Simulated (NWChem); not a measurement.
CH$_{4}$FInO; SMILES [InH]([F])[O]C

```xyz
8

In    -0.3566    -0.4773     0.0000
H     -1.5633    -1.6634     0.0000
F      1.5665    -0.8829     0.0000
O     -0.5236     1.4970     0.0000
C      0.5898     2.3481     0.0000
H      1.5569     1.8126     0.0000
H      0.5713     3.0041    -0.8902
H      0.5713     3.0041     0.8902
```
Atoms are numbered in this order, from 1.

Level: PBE0/def2-SVP with def2 effective core potentials on In (NWChem), optimised geometry, unscaled harmonic frequencies. def2 effective core potentials on In; no spin-orbit coupling.

```tsv
frequency (cm⁻¹)	IR intensity (km/mol)
93	5.2
100	13.2
126	12.6
242	17.5
402	50.5
423	104.2
554	37.2
603	38.2
1144	210.2
1175	0.1
1198	6.6
1470	31.8
1475	3.4
1475	1.0
1907	73.1
2999	107.4
3080	43.9
3090	25.1
```

* **zero-point energy**: 30.8 kcal/mol
* **thermal correction to the enthalpy at 298.15 K (with zero-point energy)**: 35.5 kcal/mol
* **heat capacity Cv**: 19.5 cal/(mol K)
* **entropy at 298.15 K and 1 atm (symmetry number 1)**: 82.5 cal/(mol K)

Rigid rotor and harmonic oscillator; modes under 100 cm⁻¹ make the entropy uncertain.
